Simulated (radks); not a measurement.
Values are calculated unless marked as measured or tabulated.
All-electron atom: Rh14+ in [Ar] 3d10 4s2 4p1 (the NIST ground configuration).

Code: a radial shooting solver on a logarithmic mesh with Libxc functionals. Model: scalar-relativistic Kohn-Sham, LDA (Slater exchange, VWN5 correlation), spin-polarised, spherical densities, finite nucleus; open shells are filled with parallel spins first (spin-orbit coupling, left out, can overturn this in heavy ions); Fermi nuclear charge, rms radius 4.4945 fm.

Energy parts (hartree):
total: -4710.39029
kinetic: 4879.60037
electron-nucleus: -10997.68923
Hartree: 1530.78949
exchange-correlation: -123.09092

Orbitals (lengths in bohr, moments of r in powers of bohr; r(max) is where P^2 peaks):
| orbital | occ. | eigenvalue (hartree) | <r^4> | r(max) | <r^2> |
|---|---|---|---|---|---|
| 1s up | 1 | -857.6252 | 5.384e-06 | 0.02120 | 0.001441 |
| 1s down | 1 | -857.6128 | 5.384e-06 | 0.02120 | 0.001441 |
| 2s up | 1 | -134.5015 | 0.0009692 | 0.1199 | 0.02375 |
| 2s down | 1 | -134.4932 | 0.0009691 | 0.1199 | 0.02375 |
| 2p up | 3 | -121.8926 | 0.0006923 | 0.09572 | 0.01867 |
| 2p down | 3 | -121.8813 | 0.0006923 | 0.09573 | 0.01867 |
| 3s up | 1 | -33.30816 | 0.04541 | 0.3505 | 0.1724 |
| 3s down | 1 | -33.29306 | 0.04531 | 0.3505 | 0.1723 |
| 3p up | 3 | -29.15136 | 0.04827 | 0.3430 | 0.1737 |
| 3p down | 3 | -29.13472 | 0.04812 | 0.3430 | 0.1735 |
| 3d up | 5 | -22.51789 | 0.04580 | 0.2882 | 0.1574 |
| 3d down | 5 | -22.50119 | 0.04555 | 0.2881 | 0.1571 |
| 4s up | 1 | -13.05875 | 0.9959 | 0.8263 | 0.8422 |
| 4s down | 1 | -12.96950 | 0.9973 | 0.8251 | 0.8421 |
| 4p up | 1 | -11.67256 | 1.208 | 0.8597 | 0.9214 |
| 4p down | 0 | -11.58333 | 1.213 | 0.8586 | 0.9223 |
| 4d up | 0 | -9.53046 | 1.656 | 0.9091 | 1.061 |
| 4d down | 0 | -9.44454 | 1.672 | 0.9084 | 1.065 |
| 5s up | 0 | -6.91304 | 9.895 | 1.575 | 2.709 |
| 5s down | 0 | -6.87501 | 10.05 | 1.580 | 2.731 |

The highest occupied level is 4p up at -317.63 eV. The density falls to 0.001 e/bohr^3 at r = 1.88 bohr. Summed over all electrons, <r^2> = 5.726 bohr^2, which gives a Langevin (diamagnetic) susceptibility term of -4.54 x 10^-6 cm^3/mol. Spin moment in Bohr magnetons: 1.
